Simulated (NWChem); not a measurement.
Ge$_{2}$H$_{6}$O; SMILES [OH][GeH2][GeH3]

```xyz
9

O      1.1094     1.9770     0.2099
Ge    -0.3992     1.0094    -0.0526
Ge     0.0635    -1.4042     0.0315
H      1.4752     1.8041     1.0912
H     -0.8655     1.4618    -1.4543
H     -1.4680     1.4046     1.0091
H      0.6893    -1.7902     1.3941
H      1.0502    -1.8203    -1.0827
H     -1.2435    -2.2159    -0.1409
```
Atoms are numbered in this order, from 1.

Coordinates come from a B3LYP/6-31G* (spherical d) optimisation. B3LYP is NWChem's, with the RPA form of VWN correlation.

Give the principal values of the shielding tensors (ppm) of O1, Ge2, Ge3 from B3LYP/6-311G** (spherical d), GIAO (NWChem), with their diamagnetic and paramagnetic parts as GIAO splits them.


```tsv
atom	σ11	σ22	σ33	isotropic	diamagnetic	paramagnetic
O1	280.8	329.3	382.6	330.9	387.3	-56.4
Ge2	1140.2	1280.9	1580.4	1333.9	2755.5	-1421.6
Ge3	1600.4	1614.4	1648.5	1621.1	2756.3	-1135.2
```
